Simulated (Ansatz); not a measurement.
Consider the silylene formation by 1,1-elimination: `O[Si]([SiH3])([SiH3])S` → `O[Si]S` + `[SiH3][SiH3]`.

Gas-phase electronic energies from Ansatz, PBE0-D4/def2-TZVP geometries. CBS: MP2 limit from def2 TZ/QZ plus the TZ coupled-cluster correction, frozen cores. This one scheme is used for every species. Functionals use def2-TZVPP. B3LYP here is the variant with VWN-RPA as its local correlation; programs differ in this. Each species was taken in one conformer, which may not be the lowest.

| level | ΔE (kJ/mol) | difference from CCSD(T)/CBS |
| --- | --- | --- |
| B3LYP-D4 | 131.2 | -7.8 |
| ωB97X-V | 147.4 | 8.4 |
| ωB97M-V | 125.3 | -13.7 |
| B2PLYP | 122.4 | -16.6 |
| r2SCAN | 147.3 | 8.3 |
| B3LYP | 108.4 | -30.6 |
| HF/def2-TZVPP | 116.0 | -23.0 |
| MP2/def2-TZVPP | 144.3 | 5.3 |
| CCSD/def2-TZVPP | 129.3 | -9.7 |
| CCSD(T)/def2-TZVPP | 132.3 | -6.7 |
| HF/def2-QZVPP | 115.5 | -23.5 |
| MP2/def2-QZVPP | 148.0 | 9.0 |
| SCS-MP2/def2-QZVPP | 137.3 | -1.7 |
| HF/CBS(def2) | 115.5 | -23.5 |
| MP2/CBS(def2) | 151.1 | 12.1 |
| CCSD/CBS(def2) | 136.1 | -2.9 |
| CCSD(T)/CBS | 139.0 | 0 |

Largest T1 diagnostic among the species: 0.015.

From PBE to PBE0 (25 % exact exchange), in def2-TZVPP and without D4, ΔE moves by +13.2 kJ/mol. The D4 term adds +22.8 kJ/mol with B3LYP and +13.1 kJ/mol with PBE0; it sums over pairs of atoms, weighted by their polarisabilities, and B3LYP, whose exchange is more repulsive, gets the larger term. In def2-TZVPP, CCSD(T) changes the Hartree–Fock value by +16.3 kJ/mol (the triples alone add +2.9 kJ/mol) and MP2 by +28.3 kJ/mol.
